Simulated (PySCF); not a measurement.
A side-by-side comparison of computed properties.

First species: B2FH4N.
SMILES: `BNBF`

Second species: C₄H₁₂N₂Si₃.
SMILES with atom numbers: `[SiH3:1][N:2]([SiH3:3])[c:4]1[cH:5][cH:6][n:7]([SiH3:8])[cH:9]1` (hydrogens: H10, H11, H12 on Si1; H13, H14, H15 on Si3; H16 on C5; H17 on C6; H18, H19, H20 on Si8; H21 on C9)

Geometry (PBE0-D3(BJ)/def2-SVP, Å), atoms numbered from 1 in this order:
```xyz
21
C4H12N2Si3 angstrom
Si    -2.6644    0.1523    1.2567
N     -2.1193   -0.3495   -0.3353
Si    -3.2052   -0.6862   -1.6747
C     -0.7335   -0.4902   -0.5418
C     -0.1009   -1.2202   -1.5987
C      1.2560   -1.0971   -1.4219
N      1.4999   -0.3286   -0.3083
Si     3.0846   -0.0030    0.4067
C      0.2814    0.0460    0.2310
H     -2.2406    1.5536    1.5718
H     -2.0805   -0.7423    2.3011
H     -4.1520    0.0798    1.2721
H     -2.8068    0.0976   -2.8828
H     -4.5762   -0.3004   -1.2377
H     -3.2018   -2.1352   -2.0490
H     -0.5895   -1.7764   -2.3965
H      2.0744   -1.5042   -2.0129
H      3.1255    1.4250    0.8290
H      3.3295   -0.8725    1.5938
H      4.0872   -0.2858   -0.6559
H      0.2298    0.6855    1.1100
```

Levels: wB97X-D/def2-SVPD for dipole moment, HOMO energy, LUMO energy, HOMO–LUMO gap, static isotropic polarisability and electronic spatial extent ⟨r²⟩ about the centre of nuclear charge; TDDFT wB97X-D/def2-SVPD for lowest singlet excitation; TDA wB97X-D/def2-SVPD for lowest triplet excitation (Tamm–Dancoff); ΔSCF wB97X-D/def2-SVPD for vertical ionisation energy; PBE0-D3(BJ)/def2-SVP for rotational constant A and rotational constant C. Geometries: PBE0-D3(BJ)/def2-SVP. Each species is one conformer at its optimised geometry, gas phase, non-relativistic unless stated. Electronic properties by PySCF.

Dipoles, sizes and rotational constants follow the conformer. The torsions of the flexible species, by atom-mapped SMILES:
- `[BH2:1][NH:2][BH:3][F:4]`: B1–N2–B3–F4 180°
- `[SiH3:1][N:2]([SiH3:3])[c:4]1[cH:5][cH:6][n:7]([SiH3:8])[cH:9]1`: Si1–N2–C4–C5 162°

```
                                                         property    column X    column Y
                                                    dipole moment      0.93 D      1.53 D
                                                      HOMO energy   -11.36 eV    -7.56 eV
                                                      LUMO energy     0.89 eV     1.74 eV
                                                    HOMO–LUMO gap    12.25 eV     9.30 eV
                                        lowest singlet excitation     6.72 eV     5.45 eV
                         lowest triplet excitation (Tamm–Dancoff)     6.16 eV     4.02 eV
                                  static isotropic polarisability     37.8 au    141.9 au
                                       vertical ionisation energy    12.13 eV     7.45 eV
electronic spatial extent ⟨r²⟩ about the centre of nuclear charge   316 bohr²  2593 bohr²
                                            rotational constant A  44.298 GHz   2.002 GHz
                                            rotational constant C   3.820 GHz   0.426 GHz
```

(1) Which column belongs to which species?

(2) How does each property change from the first species to the second?

Answers

(1) Column X is the first species and column Y the second. The first has 8 atoms and 30 electrons, the second 21 and 92.

(2) dipole moment +0.60 D; HOMO energy +3.80 eV; LUMO energy +0.85 eV; HOMO–LUMO gap -2.95 eV; lowest singlet excitation -1.27 eV; lowest triplet excitation (Tamm–Dancoff) -2.14 eV; static isotropic polarisability +104.1 au; vertical ionisation energy -4.68 eV; electronic spatial extent ⟨r²⟩ about the centre of nuclear charge +2277 bohr²; rotational constant A -42.296 GHz; rotational constant C -3.394 GHz.

On the first: The polarisability is 5.60 Å³ as a volume (1 au = 0.148185 Å³), or 1.26 au for each of the 30 electrons. The vertical singlet–triplet gap S1 − T1 is 0.56 eV (TDDFT singlet less Tamm–Dancoff triplet; S1: HOMO→LUMO, weight 0.94; T1: HOMO→LUMO, weight 0.90).

On the second: In atomic units the dipole is 0.60 e·bohr (1 au = 2.5417 D). The vertical singlet–triplet gap S1 − T1 is 1.43 eV (TDDFT singlet less Tamm–Dancoff triplet).
